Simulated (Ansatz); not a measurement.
`O[SiH2][SiH3]` + `C=C` → `C=C[SiH2]O` + SiH₄  (formal exchange of groups at the Si–Si bond)

Calculated with Ansatz (gas phase, PBE0-D4/def2-TZVP geometries, no zero-point term in ΔE). CCSD(T)/CBS adds triple-zeta CCSD(T) − MP2 to the extrapolated MP2 energy (def2 sets, frozen cores). This one scheme is used for every species. DFT in def2-TZVPP. Each species was taken in one conformer, which may not be the lowest.

```json
{"level": "r2SCAN-D4", "ΔE (kcal/mol)": "-2.4", "difference from CCSD(T)/CBS": "0.8"}
{"level": "B97M-V", "ΔE (kcal/mol)": "-1.9", "difference from CCSD(T)/CBS": "1.3"}
{"level": "PBE0-D4", "ΔE (kcal/mol)": "-1.2", "difference from CCSD(T)/CBS": "2.0"}
{"level": "r2SCANh-D4", "ΔE (kcal/mol)": "-2.5", "difference from CCSD(T)/CBS": "0.7"}
{"level": "ωB97M-V", "ΔE (kcal/mol)": "-4.3", "difference from CCSD(T)/CBS": "-1.1"}
{"level": "B2PLYP", "ΔE (kcal/mol)": "-3.6", "difference from CCSD(T)/CBS": "-0.4"}
{"level": "HF/def2-TZVPP", "ΔE (kcal/mol)": "-4.8", "difference from CCSD(T)/CBS": "-1.6"}
{"level": "CCSD/def2-TZVPP", "ΔE (kcal/mol)": "-3.7", "difference from CCSD(T)/CBS": "-0.5"}
{"level": "SCS-MP2/def2-QZVPP", "ΔE (kcal/mol)": "-5.0", "difference from CCSD(T)/CBS": "-1.8"}
{"level": "HF/CBS(def2)", "ΔE (kcal/mol)": "-4.8", "difference from CCSD(T)/CBS": "-1.6"}
{"level": "CCSD(T)/CBS", "ΔE (kcal/mol)": "-3.2", "difference from CCSD(T)/CBS": "0"}
```

Largest T1 diagnostic among the species: 0.012.

Leaving LDA and LC-ωPBE aside and taking each functional with its dispersion term where it has one, the values, not all of them listed here, spread over 3.9 kcal/mol, from ωB97M-V to PBE-D4. LDA lies −1.3 kcal/mol from PBE without D4. From BLYP to BHLYP (50 % exact exchange), in def2-TZVPP and without D4, ΔE moves by −1.9 kcal/mol. At CCSD(T), def2-SVP lies −1.2 kcal/mol from the extrapolated value and def2-TZVPP −0.4 kcal/mol.
